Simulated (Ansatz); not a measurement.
Mulliken charges of ClH4InN2 (`[NH2][In]([NH2])[Cl]`) from ωB97M-V/def2-TZVPP in Ansatz (PBE0-D4/def2-TZVP geometry).

| atom | x (Å) | y (Å) | z (Å) | charge (e) |
| --- | --- | --- | --- | --- |
| N1 | -0.188 | 1.836 | -0.264 | -0.444 |
| In2 | -0.276 | -0.171 | -0.287 | 0.800 |
| N3 | 0.734 | -1.499 | 0.832 | -0.444 |
| Cl4 | -1.765 | -1.090 | -1.834 | -0.379 |
| H5 | -1.003 | 2.296 | -0.646 | 0.124 |
| H6 | 0.053 | 2.268 | 0.617 | 0.110 |
| H7 | 1.649 | -1.216 | 1.153 | 0.110 |
| H8 | 0.796 | -2.424 | 0.430 | 0.124 |

By hand: the dipole of these point charges (1 e Å = 4.8032 D).

Σ q r = (0.367, 0.227, 0.381) e Å, of length 0.576 e Å = 2.77 D.

How does the dipole of the full density compare? (Estimate.)

Computed: (0.374, 0.231, 0.389) e Å, 2.82 D; the point charges give 0.98 times that, at 0° from its direction.

Point charges leave out the atoms' own dipoles, such as those of lone pairs, and Mulliken's split depends on the basis, so the close match here is no proof of good charges.
